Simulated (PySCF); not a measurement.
Deuteron quadrupole couplings in (NMe2)3Si-O-SiH3

Compound: (NMe2)3Si-O-SiH3, C6H21N3OSi2.
Cartesian coordinates in Å at the PBE0-D3(BJ)/def2-SVP level; atoms count from 1:
```
atom  x, y, z in Å
Si1   -0.1047    0.0301    0.2209
N2     0.1580    0.9461   -1.2201
C3     1.4057    1.6275   -1.4513
C4    -0.8906    1.2940   -2.1413
N5    -1.6782   -0.6680    0.2475
C6    -1.9477   -1.9217   -0.4034
C7    -2.8346   -0.0020    0.7852
N8     1.1738   -1.1209    0.3359
C9     1.8564   -1.6869   -0.7969
C10    1.5023   -1.7348    1.5971
O11   -0.0477    0.9836    1.5919
Si12   0.8321    2.2482    2.1925
H13    2.1654    1.2981   -0.7256
H14    1.3080    2.7282   -1.3616
H15    1.8055    1.4175   -2.4626
H16   -1.1364    2.3747   -2.1134
H17   -1.8061    0.7346   -1.9023
H18   -0.6098    1.0524   -3.1851
H19   -1.0082   -2.4035   -0.7132
H20   -2.5820   -1.8086   -1.3065
H21   -2.4704   -2.6238    0.2748
H22   -3.5619    0.2896   -0.0002
H23   -3.3738   -0.6514    1.5015
H24   -2.5328    0.9056    1.3256
H25    2.9541   -1.5567   -0.7219
H26    1.5209   -1.2015   -1.7242
H27    1.6665   -2.7749   -0.8954
H28    2.5828   -1.6460    1.8223
H29    1.2515   -2.8143    1.6150
H30    0.9520   -1.2489    2.4154
H31    0.5218    3.5122    1.4558
H32    2.3003    1.9821    2.0767
H33    0.4834    2.4278    3.6315
```

Level: PBE0/pcSseg-1 (PySCF, non-relativistic); Q(2H) = 0.00286 b; rigid geometry, the same for H and D, with no vibrational averaging.

Question: Rank these positions by the coupling χzz of a deuteron there, largest first.
A. H18 (hydrogen on carbon)
B. H26 (hydrogen on carbon)
C. H33 (hydrogen on silicon)

Answer: B (193 kHz), A (186 kHz), C (94 kHz).

Q: Tabulate Vzz, the asymmetry η and χzz = 234.96 MHz × Q × Vzz for every hydrogen position.

A: 
```
atom  bonded to  bond length (Å)  Vzz (au)     η  χzz (kHz)
 H13         C3            1.101    0.2838  0.07        191
 H14         C3            1.109    0.2749  0.05        185
 H15         C3            1.108    0.2776  0.05        187
 H16         C4            1.109    0.2748  0.06        185
 H17         C4            1.099    0.2888  0.05        194
 H18         C4            1.107    0.2774  0.06        186
 H19         C6            1.100    0.2872  0.07        193
 H20         C6            1.109    0.2740  0.06        184
 H21         C6            1.107    0.2775  0.06        186
 H22         C7            1.109    0.2743  0.06        184
 H23         C7            1.107    0.2781  0.06        187
 H24         C7            1.099    0.2878  0.07        193
 H25         C9            1.108    0.2770  0.05        186
 H26         C9            1.099    0.2871  0.05        193
 H27         C9            1.109    0.2751  0.05        185
 H28        C10            1.107    0.2776  0.06        187
 H29        C10            1.108    0.2759  0.06        185
 H30        C10            1.099    0.2859  0.07        192
 H31       Si12            1.496    0.1373  0.03         92
 H32       Si12            1.497    0.1366  0.03         92
 H33       Si12            1.492    0.1393  0.03         94
```

Q: Average by the element that carries the hydrogen.

A: on C: 188 kHz over 18 positions, mean bond length 1.105 Å; on Si: 93 kHz over 3 positions, mean bond length 1.495 Å.

Q: How does χzz go with the bond length over the 18 C–H bonds?

A: A straight-line fit has a slope of -8.4 kHz for each 0.01 Å, with a correlation coefficient of -0.99, over lengths from 1.099 to 1.109 Å. The longer bonds have the smaller couplings here.

The structure is a single PBE0-D3(BJ)/def2-SVP conformer in the gas phase; no vibrational or solvent corrections. With so small a basis the couplings can be 20 % off.
